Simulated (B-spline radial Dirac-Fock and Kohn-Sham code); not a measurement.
## Relativistic shifts of the levels of Gd¹⁴⁺

System: the Gd¹⁴⁺ ion, configuration [Kr] 4d10 4f2 5s2.

Both columns are ΔSCF binding energies of the configuration average from a radial finite-basis atomic code: non-relativistic Hartree-Fock with a point nucleus, and Dirac-Fock with a finite nucleus and the Coulomb interaction alone, averaged over the two j levels with weights 2j+1.

| shell | Hartree-Fock (eV) | Dirac-Fock (eV) | shift (eV) | shift (%) |
| --- | --- | --- | --- | --- |
| 1s | 47785.8 | 50773.3 | +2987.43 | +6.25 |
| 2s | 7961.6 | 8729.1 | +767.54 | +9.64 |
| 2p | 7570.3 | 7813.6 | +243.28 | +3.21 |
| 3s | 2036.6 | 2216.3 | +179.65 | +8.82 |
| 3p | 1861.8 | 1924.2 | +62.45 | +3.35 |
| 3d | 1540.1 | 1524.6 | -15.42 | -1.00 |
| 4s | 651.7 | 696.5 | +44.77 | +6.87 |
| 4p | 579.4 | 594.1 | +14.69 | +2.53 |
| 4d | 450.3 | 446.5 | -3.78 | -0.84 |
| 4f | 302.5 | 296.2 | -6.29 | -2.08 |
| 5s | 272.9 | 285.2 | +12.29 | +4.50 |

Relativity binds 1s, 2s, 2p, 3s, 3p, 4s, 4p, 5s more strongly, among those listed most of all 2s in relative terms, and 3d, 4d, 4f more weakly, because the contracted s and p shells screen the nucleus better.

Values without a named source are computed, but for edge energies of neutral atoms, which are taken from tables.
